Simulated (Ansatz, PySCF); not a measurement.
CH₃ClFNSi₂, SMILES Cl[Si@@]1(F)N=C[SiH2]1. Atoms are numbered in the order given.

```xyz
9

F      1.3336     0.4918     1.5088
Si     0.4064     0.1075     0.2209
Cl     1.6831    -0.5032    -1.2839
N     -0.6293     1.4934    -0.2952
C     -1.8080     0.9593    -0.1662
Si    -1.7040    -0.8657     0.5107
H     -2.7144     1.5557    -0.4290
H     -2.2121    -1.9566    -0.3958
H     -2.2698    -1.0660     1.8926
```
Charge 0, spin multiplicity 1.

Coordinates come from a PBE-D3(BJ)/def2-SVP optimisation. The structure was generated by enumeration; whether it is a known compound was not checked.

Vertical ionisation energy (IE) and electron affinity (EA) in eV. Rows of orbital energies are one-electron estimates. Where ΔSCF, EOM or ADC give a negative EA the extra electron is unbound and the value depends on the basis.

```tsv
level	IE	EA
−ε(HOMO), −ε(LUMO), PBE0/def2-TZVP (PySCF)	7.44	1.78
−ε(HOMO), −ε(LUMO), PBE/def2-TZVP (PySCF)	6.10	2.87
ΔSCF, CAM-B3LYP/def2-SVPD (Ansatz), final states of multiplicity 2 and 2	___	___
ΔSCF, PBE/def2-SVPD (Ansatz), final states of multiplicity 2 and 2	9.23	0.08
```

**Question.** What belongs in the gaps? (Estimate from the structure and the level; the computed values follow.)

**Answer.** 
- ΔSCF, CAM-B3LYP/def2-SVPD (Ansatz, an electronic-structure program), final states of multiplicity 2 and 2, IE: 9.53
- ΔSCF, CAM-B3LYP/def2-SVPD (Ansatz), final states of multiplicity 2 and 2, EA: 0.00

**Question.** What vertical singlet–triplet gap does ΔSCF give with CAM-B3LYP/def2-SVPD (Ansatz) and with PBE/def2-SVPD (Ansatz)? (Estimate from the structure and the level; the computed values follow.)

**Answer.** 3.03 and 2.93 eV (triplet above singlet where positive).
